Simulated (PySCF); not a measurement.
# W: excitation energy

W [Xe] 4f14 5d4 6s2 (5D) → W [Xe] 4f14 5d6 (5D), as a difference of total energies. All numbers are calculated (PySCF 2.14, scalar relativity by spin-free X2C-1e, in x2c-QZVPPall). The calculations carry no spin-orbit coupling.

```tsv
method	excitation energy (cm⁻¹)
UHF	34643
M06-2X	34262
r2SCAN0	31441
```
